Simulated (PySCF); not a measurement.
AgF, SMILES [F][Ag], multiplicity 1.

The structure is a stationary point at B3LYP-D3(BJ)/def2-TZVPD. The spin state was assumed, not searched. The def2 effective core potentials stand for the cores of Ag; spin–orbit coupling is left out.

Two levels are set side by side: PBE/def2-TZVPD (PySCF) and B3LYP/def2-TZVPD (PySCF). Same geometry, gas phase. Differences are taken from unrounded values.

```tsv
quantity	B3LYP	PBE	PBE minus B3LYP
orbital gap (eV)	4.19	2.35	-1.84
highest occupied level (eV)	-7.93	-6.60	1.33
lowest empty level (eV)	-3.73	-4.25	-0.51
dipole moment (D)	5.80	5.30	-0.50
mean polarisability (bohr³)	24.8	27.6	2.8
```

Without exact exchange PBE keeps part of each electron's self-repulsion, which lifts occupied levels and narrows the gap. Loosely held outer electrons make PBE densities more polarisable. Differences between two approximate levels are no errors against the true value.

Rough cost on one machine, each run with all the roots and properties that it gave: B3LYP against PBE within a factor of 2.
